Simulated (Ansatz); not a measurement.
CH3Cl3Si (SMILES C[Si](Cl)(Cl)Cl), singlet, geometry from GFN2-xTB; MP2/def2-TZVPPD (Ansatz, a quantum-chemistry and plane-wave program).

Here is a job for Ansatz.
Ansatz 0.2 input:
```yaml
crystal:
  periodic: [false, false, false]
  atoms:
    - {symbol: C, position_ang: [-2.08905939, -0.41045108, 0.06682662]}
    - {symbol: Si, position_ang: [-0.22604785, -0.04441309, 0.00723101]}
    - {symbol: Cl, position_ang: [0.66117005, -1.19391603, -1.40082202]}
    - {symbol: Cl, position_ang: [0.08336237, 1.90243108, -0.44574696]}
    - {symbol: Cl, position_ang: [0.61577648, -0.44124632, 1.80305426]}
    - {symbol: H, position_ang: [-2.27843204, -1.44930022, 0.32242894]}
    - {symbol: H, position_ang: [-2.58832563, 0.20706399, 0.80831867]}
    - {symbol: H, position_ang: [-2.55946732, -0.21684246, -0.89319118]}
basis:
  gaussian:
    orbitals: def2-TZVPPD.json
magnetization: {spin_polarized: false}
correlation: {method: mp2}
```
The basis file holds def2-TZVPPD in the JSON format of the Basis Set Exchange.

The log (banner, timings and long lists left out):

```
Functional definition: HF
1662 factors; integrals over basis functions are off by at most 1.0e-3 eV
mean field evaluation 1: about -46455.2988 eV, gradient 2.9e1 eV
mean field evaluation 2: about -46455.5582 eV, gradient 2.9e1 eV
mean field evaluation 4: about -46457.8210 eV, gradient 3.1e0 eV
mean field evaluation 8: about -46457.8676 eV, gradient 2.0e-1 eV
mean field -46457.86784753 eV, -1707.2951531231 hartree, gradient 7.9e-6 eV, S^2 0.000000; 0 other end points of the search recorded, 0 dependent functions left out
21 core orbitals not correlated
reference -46457.86784753 eV, -1707.2951531231 hartree; 16, 16 occupied and 252, 252 virtual orbitals, 1662 factors
second order -23.50883062 eV of doubles, -0.00000000 eV of singles
Total energy: -46481.37667816 eV, -1708.1590867136 hartree
```
